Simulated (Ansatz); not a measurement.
A nudged elastic band was laid between two geometries of FGeH3O (6 atoms, charge 0, multiplicity 1).

Computed with RKS PBE/def2-SVP in Ansatz 0.2.0.

```
movable images  : 7
climbing image  : yes
spring          : 5.0 eV/Å²
optimiser       : quadratic models (default)
start path      : through a guess of the saddle point
force threshold : 0.05 eV/Å
iteration limit : 60
end points      : relaxed
```

Image 0:

```xyz
6
Properties=species:S:1:pos:R:3
Ge 0.360 -0.068 0.059
O 0.664 -0.072 1.817
H -0.159 -0.214 2.322
H 1.748 0.086 -0.592
F -0.592 1.363 -0.328
H -0.510 -1.269 -0.395
```

Image 8:

```xyz
6
Properties=species:S:1:pos:R:3
Ge 0.016 0.051 -0.830
O 1.007 0.163 1.232
H 0.512 -0.478 1.779
H 1.918 -0.186 1.182
F -1.072 1.400 -0.384
H -0.869 -1.126 -0.096
```

Problem. What changes between the two ends?

Solution. Bonds broken: Ge1–O2, Ge1–H4. Bonds formed: O2–H4.

Problem. What energy profile does the band end with?

Solution. The forces met the threshold. The highest image is number 5 of 0 to 8, 51.3 kcal/mol above the first end and 31.3 kcal/mol above the last; the last end lies 20.0 kcal/mol above the first. A vibrational analysis at the climbing image gives one clearly imaginary mode, 1203i cm⁻¹: a first-order saddle point. The orbitals stay closed-shell, which can raise the energy where a bond breaks towards radicals; this wasn't checked here.

```csv
image,path coordinate (Å),energy (kcal/mol),Ge1–O2 (Å),Ge1–H4 (Å),O2–H4 (Å)
0,0.00,0.0,1.78,1.54,2.65
1,0.46,1.1,1.79,1.54,2.68
2,0.91,2.8,1.79,1.55,2.73
3,1.37,8.6,1.79,1.54,2.43
4,1.83,32.0,1.85,1.54,1.94
5,2.29,51.3,2.01,1.63,1.45
6,2.77,29.4,2.21,2.00,1.02
7,3.25,21.0,2.28,2.55,0.98
8,3.74,20.0,2.29,2.78,0.98
```

Problem. What is the geometry of the highest image?

Solution. 
```xyz
6
Properties=species:S:1:pos:R:3:forces:R:3
Ge 0.198 -0.028 -0.334 0.00 -0.01 0.00
O 0.720 0.210 1.595 0.00 0.01 0.01
H 0.620 -0.624 2.106 0.00 -0.01 -0.01
H 1.617 0.018 0.473 0.00 0.00 0.00
F -0.760 1.426 -0.624 0.00 0.00 0.00
H -0.883 -1.177 -0.333 0.00 0.00 0.00
```

Problem. What are the harmonic wavenumbers there?

Solution. 1203i, 179, 283, 487, 572, 670, 693, 742, 925, 1811, 1956, 3634 cm⁻¹.

The band took 11 iterations and of the order of 2.1 core-minutes.

The run took 2.1 min on 1 thread of Arm Neoverse V2 (shared host), peak memory 0.13 GiB.
